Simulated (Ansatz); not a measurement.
Input and output for Li12F12 (started as a model of: (LiF)12 cage of four- and six-membered rings).

```yaml
crystal:
  periodic: [false, false, false]
  atoms:
    - {symbol: Li, position_ang: [0.437522, 0.714405, -3.353968]}
    - {symbol: F, position_ang: [1.775894, -0.007771, -2.405720]}
    - {symbol: Li, position_ang: [0.856821, -1.554927, -2.639375]}
    - {symbol: F, position_ang: [-0.525702, -0.820896, -3.494270]}
    - {symbol: Li, position_ang: [-1.674626, 0.031029, -2.408871]}
    - {symbol: F, position_ang: [-0.888084, 1.652492, -2.622867]}
    - {symbol: Li, position_ang: [-0.431908, 2.386980, -1.115504]}
    - {symbol: F, position_ang: [1.237423, 2.182135, -0.455379]}
    - {symbol: Li, position_ang: [1.985754, 0.575687, -0.722994]}
    - {symbol: F, position_ang: [1.948998, -0.549459, 0.729461]}
    - {symbol: Li, position_ang: [1.117603, -2.117633, 0.433709]}
    - {symbol: F, position_ang: [0.493072, -2.458412, -1.205974]}
    - {symbol: Li, position_ang: [-1.112934, -2.118533, -0.439735]}
    - {symbol: F, position_ang: [-1.947693, -0.551298, -0.731007]}
    - {symbol: F, position_ang: [-0.487761, -2.462903, 1.198944]}
    - {symbol: Li, position_ang: [-1.987049, 0.569601, 0.724682]}
    - {symbol: F, position_ang: [-1.242317, 2.178488, 0.461663]}
    - {symbol: Li, position_ang: [0.426612, 2.384806, 1.122339]}
    - {symbol: F, position_ang: [0.884535, 1.646899, 2.627501]}
    - {symbol: Li, position_ang: [1.674553, 0.027715, 2.408858]}
    - {symbol: Li, position_ang: [-0.853460, -1.564214, 2.634857]}
    - {symbol: F, position_ang: [-1.775804, -0.018335, 2.405673]}
    - {symbol: Li, position_ang: [-0.438953, 0.703892, 3.356092]}
    - {symbol: F, position_ang: [0.527492, -0.829730, 3.491905]}
basis:
  gaussian: {orbitals: "6-31G*"}
hamiltonian: {xc: {name: B97}}
scf: {omitted_lower_state_checks: [starts]}
output: {forces: true}
```

```sh
$ ansatz run in.yaml --threads 4 --pin off --events-out ev --progress --plain --max-ram 6963MiB
```

It prints (some lines left out):

```
Functional definition: B97
2964 factors; their error is unknown
mean field evaluation 1: about -35070.3465 eV, gradient 1.3e2 eV
mean field evaluation 2: about -35023.7532 eV, gradient 2.2e2 eV
mean field evaluation 4: about -35094.9920 eV, gradient 1.5e0 eV
mean field evaluation 8: about -35094.9923 eV, gradient 1.9e-2 eV
mean field evaluation 16: about -35094.9365 eV, gradient 1.6e-5 eV
mean field -35094.93652612 eV, -1289.7151291324 hartree, gradient 1.6e-5 eV, S^2 0.000000; 0 other end points of the search recorded, 0 dependent functions left out
reference -35094.93656993 eV, -1289.7151307425 hartree; 72, 72 occupied and 288, 288 virtual orbitals, 2964 factors
Total energy: -35094.93656993 eV, -1289.7151307425 hartree
Atom 0 at     0.437522     0.714405    -3.353968 Å, force     0.040226     0.058310    -0.070392 eV/Å
Atom 1 at     1.775894    -0.007771    -2.405720 Å, force     0.262799     0.030600    -0.098149 eV/Å
Atom 2 at     0.856821    -1.554927    -2.639375 Å, force     0.026623    -0.028003     0.007166 eV/Å
Atom 3 at    -0.525702    -0.820896    -3.494270 Å, force    -0.113957    -0.146684    -0.270873 eV/Å
Atom 4 at    -1.674626     0.031029    -2.408871 Å, force    -0.039590    -0.026062     0.048788 eV/Å
Atom 5 at    -0.888084     1.652492    -2.622867 Å, force    -0.119416     0.241484    -0.144311 eV/Å
Atom 6 at    -0.431908     2.386980    -1.115504 Å, force    -0.009840    -0.014069    -0.044008 eV/Å
Atom 7 at     1.237423     2.182135    -0.455379 Å, force     0.203542     0.201702    -0.044358 eV/Å
Atom 8 at     1.985754     0.575687    -0.722994 Å, force    -0.031485    -0.039404     0.003695 eV/Å
Atom 9 at     1.948998    -0.549459     0.729461 Å, force     0.197050    -0.039409     0.031346 eV/Å
Atom 10 at     1.117603    -2.117633     0.433709 Å, force     0.043955     0.009034     0.007547 eV/Å
Atom 11 at     0.493072    -2.458412    -1.205974 Å, force     0.076848    -0.245849    -0.101999 eV/Å
Atom 12 at    -1.112934    -2.118533    -0.439735 Å, force    -0.044119     0.008971    -0.007489 eV/Å
Atom 13 at    -1.947693    -0.551298    -0.731007 Å, force    -0.196936    -0.039816    -0.031459 eV/Å
Atom 14 at    -0.487761    -2.462903     1.198944 Å, force    -0.076268    -0.246276     0.101258 eV/Å
Atom 15 at    -1.987049     0.569601     0.724682 Å, force     0.031569    -0.039378    -0.003812 eV/Å
Atom 16 at    -1.242317     2.178488     0.461663 Å, force    -0.203963     0.201085     0.044864 eV/Å
Atom 17 at     0.426612     2.384806     1.122339 Å, force     0.009937    -0.014205     0.043983 eV/Å
Atom 18 at     0.884535     1.646899     2.627501 Å, force     0.118946     0.241232     0.145029 eV/Å
Atom 19 at     1.674553     0.027715     2.408858 Å, force     0.039598    -0.025812    -0.048790 eV/Å
Atom 20 at    -0.853460    -1.564214     2.634857 Å, force    -0.026583    -0.028024    -0.007242 eV/Å
Atom 21 at    -1.775804    -0.018335     2.405673 Å, force    -0.262797     0.029765     0.098277 eV/Å
Atom 22 at    -0.438953     0.703892     3.356092 Å, force    -0.040496     0.058045     0.070437 eV/Å
Atom 23 at     0.527492    -0.829730     3.491905 Å, force     0.114355    -0.147235     0.270491 eV/Å
Dipole moment:    -0.000027     0.015590     0.000059 e Å
Checks for a lower state left out: starts
```

Hardware: 4 threads of Intel Xeon Platinum 8488C on a shared host. Wall time 37 s, peak host memory 1.8 GiB.

The 6-31G sets use Cartesian d functions.
